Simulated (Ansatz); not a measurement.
`BC([SiH3])B[SiH3]` → `B[SiH](B)[SiH2]C`  (isomerisation)

Program: Ansatz. Geometries: PBE0-D4/def2-TZVP. ΔE: electronic, gas phase. CCSD(T)/CBS adds triple-zeta CCSD(T) − MP2 to the extrapolated MP2 energy (def2 sets, frozen cores). DFT in def2-TZVPP. One conformer a species, not always the lowest.

```tsv
species	B2PLYP energy (Eh)
`BC([SiH3])B[SiH3]`	-672.46255
`B[SiH](B)[SiH2]C`	-672.44202
```

(1) Work out ΔE.

Largest T1 diagnostic among the species: 0.015.

Results:

(1) ΔE = (-672.44202) − (-672.46255) = 0.02053 Eh = +0.56 eV. CCSD(T)/CBS gives +0.60 eV.

The D4 term adds +0.06 eV with B3LYP and +0.02 eV with PBE0; it sums over pairs of atoms, weighted by their polarisabilities, and B3LYP, whose exchange is more repulsive, gets the larger term. In def2-TZVPP, CCSD(T) changes the Hartree–Fock value by +0.06 eV (the triples alone add +0.01 eV) and MP2 by +0.17 eV. From PBE to PBE0 (25 % exact exchange), in def2-TZVPP and without D4, ΔE moves by +0.07 eV.

B3LYP here is the variant with VWN-RPA as its local correlation; programs differ in this.
